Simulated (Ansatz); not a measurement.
Ansatz (a program for electronic structure) input (X2C-CCSD(T)/cc-pVTZ-DK):

Ansatz 0.2 input:
```yaml
crystal:
  periodic: [false, false, false]
  atoms:
    - {symbol: Si, position_ang: [-0.26682545, -0.07761902, -1.21712439]}
    - {symbol: N, position_ang: [-1.41905552, 0.74388624, -0.05005763]}
    - {symbol: Si, position_ang: [-2.26084849, -0.07414711, 1.17620804]}
    - {symbol: N, position_ang: [1.38231310, 0.48592388, -0.64525990]}
    - {symbol: Si, position_ang: [2.49244555, -0.51407112, 0.16036731]}
    - {symbol: H, position_ang: [-0.40597029, 0.98150560, -2.32921751]}
    - {symbol: H, position_ang: [-1.41589293, 1.75440610, 0.01642152]}
    - {symbol: H, position_ang: [-1.43528151, -0.74331081, 2.22948305]}
    - {symbol: H, position_ang: [-3.16902344, -1.14315122, 0.67066117]}
    - {symbol: H, position_ang: [-3.12740004, 0.89760618, 1.92279581]}
    - {symbol: H, position_ang: [1.58352660, 1.47809702, -0.61979567]}
    - {symbol: H, position_ang: [2.05813151, -1.07880222, 1.47596369]}
    - {symbol: H, position_ang: [2.92379715, -1.69845090, -0.63633004]}
    - {symbol: H, position_ang: [3.73850751, 0.26515073, 0.46492736]}
basis:
  gaussian:
    orbitals: cc-pVTZ-DK
total_charge: -1
magnetization: {spin_polarized: false}
correlation: {method: ccsd_t, electrons: outside_noble_gas}
```

End of the output:

```
integrals: 2.34 GiB planned
1648 factors; integrals over basis functions are off by at most 9.6e-4 eV
1.58 GiB of device memory are held for the factors and their scratch space
mean field: 1.70 GiB planned
mean field evaluation 1: about -26743.7043 eV, gradient 3.4e1 eV
mean field evaluation 2: about -26744.0341 eV, gradient 3.4e1 eV
mean field evaluation 4: about -26747.3704 eV, gradient 5.0e0 eV
mean field evaluation 8: about -26747.4585 eV, gradient 2.1e-1 eV
mean field evaluation 16: about -26746.3271 eV, gradient 1.7e1 eV
mean field -26747.45887376 eV, -982.9509835319 hartree, gradient 8.6e-6 eV, S^2 0.000000; 0 other end points of the search recorded, 0 dependent functions left out
17 core orbitals not correlated
reference -26747.45887376 eV, -982.9509835319 hartree; 16, 16 occupied and 255, 255 virtual orbitals, 1648 factors
second order -22.28248963 eV of doubles, -0.00000000 eV of singles
coupled cluster: 19.02 GiB planned
cycle   1  -23.22386197 eV  change   -9.4e-1 eV  update   1.2e-1
cycle   2  -23.92742695 eV  change   -7.0e-1 eV  update   3.6e-2
cycle   3  -24.05176377 eV  change   -1.2e-1 eV  update   1.7e-2
cycle   4  -24.03714726 eV  change    1.5e-2 eV  update   4.1e-3
cycle   5  -24.03647625 eV  change    6.7e-4 eV  update   2.0e-3
cycle   6  -24.03659041 eV  change   -1.1e-4 eV  update   6.1e-4
cycle   7  -24.03624265 eV  change    3.5e-4 eV  update   2.7e-4
cycle   8  -24.03625992 eV  change   -1.7e-5 eV  update   1.1e-4
cycle   9  -24.03630473 eV  change   -4.5e-5 eV  update   4.2e-5
cycle  10  -24.03628636 eV  change    1.8e-5 eV  update   1.8e-5
perturbative correction -0.94917001 eV, -0.0348813546 hartree
Total energy: -26772.44433014 eV, -983.8691821180 hartree
Relativity: scalar
```

It need not be the lowest isomer of its formula. Whether it binds its extra electron was not tested at this geometry.
